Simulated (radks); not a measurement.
The numbers below are computed, except where a source is named.
Q: Species: the strontium ion Sr4+. Configuration: [Ar] 3d10 4s2 4p4. Level of theory: scalar-relativistic Kohn-Sham, r2SCAN, spin-polarised, spherical densities, finite nucleus; open shells are filled with parallel spins first (spin-orbit coupling, left out, can overturn this in heavy ions); meta-GGA in the generalised Kohn-Sham scheme; Fermi nuclear charge, rms radius 4.224 fm (a radial shooting solver on a logarithmic mesh with Libxc functionals). Some entries of the table are withheld. Estimate them.

orbital,occ.,eigenvalue (hartree),<r^2> (bohr^2)
1s up,1,-588.9093,0.002068
1s down,1,-588.8951,0.002068
2s up,1,-81.66872,0.03502
2s down,1,-81.66562,0.03502
2p up,3,-72.68656,0.02765
2p down,3,-72.67580,0.02765
3s up,1,-14.29160,0.2761
3s down,1,-14.28007,0.2760
3p up,3,-11.35858,0.2885
3p down,3,-11.34422,0.2881
3d up,5,(1),0.3008
3d down,5,(2),0.2988
4s up,1,-3.18587,1.909
4s down,1,-3.06481,1.922
4p up,3,-2.44227,(3)
4p down,1,-2.32526,(4)

A: 
(1) 3d up eigenvalue (hartree): -6.53328
(2) 3d down eigenvalue (hartree): -6.51558
(3) 4p up <r^2> (bohr^2): 2.340
(4) 4p down <r^2> (bohr^2): 2.374
